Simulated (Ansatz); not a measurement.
BSiH4O2F (SMILES OB(F)O[SiH3]): methods side by side

BSiH4O2F has 9 atoms, charge 0, and is taken as a singlet. SMILES: `OB(F)O[SiH3]`. The shape is that of a PBE0-D4/def2-TZVP optimisation. This is one conformer, not always the lowest.

Quantity: the HOMO–LUMO gap, in eV. The values are calculated.

```json
{"level": "HF/6-31G* (spherical functions)", "kind": "Hartree–Fock", "program": "Ansatz", "value (eV)": "16.43", "CPU time": "1.4 s"}
{"level": "BLYP/6-31G* (spherical functions)", "kind": "GGA", "program": "Ansatz", "value (eV)": "7.13", "CPU time": "4 s"}
{"level": "PBE/6-31G* (spherical functions)", "kind": "GGA", "program": "Ansatz", "value (eV)": "7.12", "CPU time": "3.4 s"}
{"level": "r2SCAN/6-31G* (spherical functions)", "kind": "meta-GGA", "program": "Ansatz", "value (eV)": "8.07", "CPU time": "7.1 s"}
{"level": "BHLYP/6-31G* (spherical functions)", "kind": "global hybrid", "program": "Ansatz", "value (eV)": "11.89", "CPU time": "3.9 s"}
{"level": "B3LYP/6-31G* (Cartesian functions)", "kind": "global hybrid", "program": "Ansatz", "value (eV)": "9.07", "CPU time": "4.9 s"}
{"level": "wB97M-V/6-31G* (spherical functions)", "kind": "range-separated hybrid", "program": "Ansatz", "value (eV)": "13.61", "CPU time": "30 s"}
{"level": "wB97X/6-31G* (spherical functions)", "kind": "range-separated hybrid", "program": "Ansatz", "value (eV)": "14.16", "CPU time": "15 s"}
```

The values span 7.12 to 16.43 eV. Orbital gaps aren't excitation energies; they tend to grow with the share of exact exchange. Times are those of the runs behind each value, whatever else they computed, on shared processors of several kinds: orders of magnitude only.
